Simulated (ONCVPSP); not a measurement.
## Ru, ONCV: configuration errors across variants

ONCVPSP 4.0.1 input, shortened (lines: element, Z, core and valence counts, functional; n l f; lmax; l rc ep ncon nbas qcut; lloc lpopt rc5 dvloc0; l nproj debl; icmod fcfact rcfact), PBE, scalar-relativistic:

```
  Ru 44.00    6    3        4      upf
    1    0    2.00
    2    0    2.00
    2    1    6.00
    3    0    2.00
    3    1    6.00
    3    2   10.00
    4    0    2.00
    4    1    6.00
    4    2    5.00
    2
    0    1.65    0.00    4    8    7.80
    1    1.20    0.00    4    7    6.20
    2    1.70    0.00    4    9    8.60
    4    5    1.05    1.00
    0    2    3.30
    1    1    0.60
    2    2    3.50
    3    3.50    1.55
```

In the s channel the program set the typed energies aside and used -4.082, 0.050 Ha.

All-electron excitation energies from the reference (eV): (1) 4s2 4p6 4d7 5s1 -56.101; (2) 4s2 4p6 4d7 -48.809; (3) 4s2 4p6 4d6 -30.623.

Errors AE − PS in meV (a dash: test not solved or not reliable):

```json
{"change": "base", "(1)": "+9.6", "(2)": "+7.7", "(3)": "+4.6", "bound ghosts": "none", "GHOST(+) flags above zero": "s"}
{"change": "d: qcut 5.6", "(1)": "+21", "(2)": "+27", "(3)": "+13", "bound ghosts": "none", "GHOST(+) flags above zero": "s"}
{"change": "d: qcut 7.5", "(1)": "+11", "(2)": "+10", "(3)": "+5.6", "bound ghosts": "none", "GHOST(+) flags above zero": "s, d"}
{"change": "d: qcut 8.2", "(1)": "+10", "(2)": "+8.5", "(3)": "+5.0", "bound ghosts": "none", "GHOST(+) flags above zero": "s"}
{"change": "d: qcut 9.8", "(1)": "+8.8", "(2)": "+6.4", "(3)": "+4.0", "bound ghosts": "none", "GHOST(+) flags above zero": "s"}
{"change": "d: qcut 10.9", "(1)": "+8.4", "(2)": "+5.8", "(3)": "+3.7", "bound ghosts": "none", "GHOST(+) flags above zero": "s"}
{"change": "d: qcut 11.5", "(1)": "+8.3", "(2)": "+5.7", "(3)": "+3.7", "bound ghosts": "none", "GHOST(+) flags above zero": "s"}
{"change": "d: qcut 12.9", "(1)": "+9.4", "(2)": "+7.2", "(3)": "+4.5", "bound ghosts": "none", "GHOST(+) flags above zero": "s"}
```

(1) Give the same row for: d: qcut 6.6.

Results:

(1) +15, +16, +8.4; bound ghosts: none; GHOST(+) flags above zero: s.
